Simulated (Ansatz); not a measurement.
A single point on `N=C1N=C[SiH2]1`.

```yaml
crystal:
  periodic: [false, false, false]
  atoms:
    - {symbol: N, position_ang: [-0.139981, 2.069642, 0.535398]}
    - {symbol: C, position_ang: [0.008722, 0.879756, 0.171678]}
    - {symbol: N, position_ang: [0.972591, 0.361326, -0.781143]}
    - {symbol: C, position_ang: [0.705842, -0.902007, -0.791918]}
    - {symbol: Si, position_ang: [-0.703969, -0.858284, 0.462280]}
    - {symbol: H, position_ang: [0.535078, 2.673152, 0.056706]}
    - {symbol: H, position_ang: [1.272318, -1.581347, -1.424974]}
    - {symbol: H, position_ang: [-2.074796, -1.169052, -0.020893]}
    - {symbol: H, position_ang: [-0.487406, -1.519584, 1.775667]}
basis:
  gaussian: {orbitals: def2-TZVPP}
hamiltonian: {xc: pbe}
correlation: {method: rpa}
```

```sh
$ ansatz run in.yaml --threads 2 --pin off --events-out ev --progress --plain --max-ram 4352MiB
```

Output, abridged:

```
Functional definition: PBE
1337 factors; integrals over basis functions are off by at most 8.5e-4 eV
mean field evaluation 1: about -12975.6517 eV, gradient 7.0e1 eV
mean field evaluation 2: about -12975.6425 eV, gradient 7.0e1 eV
mean field evaluation 4: about -12979.6693 eV, gradient 4.8e1 eV
mean field evaluation 8: about -12986.6399 eV, gradient 1.5e0 eV
mean field evaluation 16: about -12986.6437 eV, gradient 2.3e-4 eV
mean field -12986.64372422 eV, -477.2503542018 hartree, gradient 3.2e-6 eV, S^2 0.000000; 2 other end points of the search recorded, 0 dependent functions left out
9 core orbitals not correlated: weight in the atoms' cores, before any rotation towards them, 1.000 or more for the frozen orbitals, at most 0.000 for the correlated occupied ones
reference -12948.41411024 eV, -475.8454418009 hartree; 13, 13 occupied and 200, 200 virtual orbitals, 1337 factors
Total energy: -12984.55415098 eV, -477.1735638015 hartree
```

It took 9 s on 2 threads of an Arm Neoverse V1 on a shared host, with 0.53 GiB of host memory at the peak.
